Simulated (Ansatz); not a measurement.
C₂H₅Ga⁺, that is GaH2(vinyl) with one electron fewer, relaxed as a doublet with UKS B3LYP-D4/def2-TZVP in Ansatz, starting from the B3LYP-D4/def2-TZVP geometry of the neutral singlet. Force threshold 0.02 eV/Å.

The relaxation made no stability test and no search for a lower SCF solution.

Start:

| atom | x (Å) | y (Å) | z (Å) |
| --- | --- | --- | --- |
| Ga1 | 0.525 | -0.688 | -1.229 |
| H2 | 0.431 | -2.088 | -1.933 |
| H3 | 1.383 | 0.480 | -1.840 |
| C4 | -0.417 | -0.313 | 0.448 |
| C5 | -0.325 | 0.881 | 1.039 |
| H6 | -1.031 | -1.072 | 0.929 |
| H7 | 0.270 | 1.684 | 0.616 |
| H8 | -0.836 | 1.117 | 1.969 |

| step | energy (eV) | largest force component (eV/Å) | SCF passes |
| --- | --- | --- | --- |
| 1 | -54524.6810 | 3.076 | 78 |
| 2 | -54525.2638 | 1.599 | 30 |
| 3 | -54525.4247 | 0.857 | 29 |
| 4 | -54525.4425 | 1.344 | 25 |
| 5 | -54525.5771 | 0.287 | 25 |
| 6 | -54525.5893 | 0.141 | 26 |
| 7 | -54525.5928 | 0.199 | 25 |
| 8 | -54525.5968 | 0.199 | 25 |
| 9 (rejected) | -54525.5944 | 0.404 | 26 |
| 10 | -54525.5995 | 0.048 | 26 |
| 11 | -54525.5998 | 0.013 | 24 |

Force components are those of the run's own axes.

End:

```xyz
8

Ga    0.670   -0.707   -1.323
H     0.701   -2.245   -1.338
H     1.140    0.631   -1.931
C    -0.687   -0.146    0.298
C    -0.266    0.853    1.049
H    -1.432   -0.922    0.454
H     0.171    1.767    0.651
H    -0.296    0.769    2.140
```

By distances, no bond broke or formed. The bond that changes most is Ga1–C4, from 1.96 to 2.19 Å (atoms count from 1).

No frequencies were taken in this run, so the end may be a saddle point.

Hardware: 4 threads of Arm Neoverse V2 on a shared host. Wall time 21 s.
